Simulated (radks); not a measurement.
Results of a calculation; reference values are marked as such.
Ge V, configuration [Ar] 3d10.

Code: a radial shooting solver on a logarithmic mesh with Libxc functionals. Model: scalar-relativistic Kohn-Sham, PBE, spin-unpolarised, spherical densities, point nucleus.

Energy parts (hartree):
part                       energy
total                 -2095.01063
kinetic                2133.06019
electron-nucleus      -4998.33381
Hartree                 848.59550
exchange-correlation    -78.33250

Orbitals (lengths in bohr, moments of r in powers of bohr; <r^-3> diverges for s and p1/2; r(max) is where P^2 peaks):
orbital  occ.  eigenvalue (hartree)       <r^4>   r(max)  <1/r>  <r^-3>
1s          2             -404.6631  0.00002275  0.03073  32.38       -
2s          2             -52.22181    0.004691   0.1760  7.107       -
2p          6             -45.86470    0.003440   0.1412  6.968   994.8
3s          2              -7.99844      0.3234   0.5425  2.284       -
3p          6              -6.05406      0.4139   0.5432  2.132   134.7
3d         10              -2.86776      0.9493   0.5030  1.805   14.48

The highest occupied level is 3d at -78.036 eV. For comparison, the ionisation energy in NIST's Atomic Spectra Database is 90.50 eV (measured). In exact Kohn-Sham theory the highest level is minus the ionisation energy, but local and semilocal functionals leave it too shallow, through self-interaction and a potential that decays too fast; potentials with the right tail come closer.
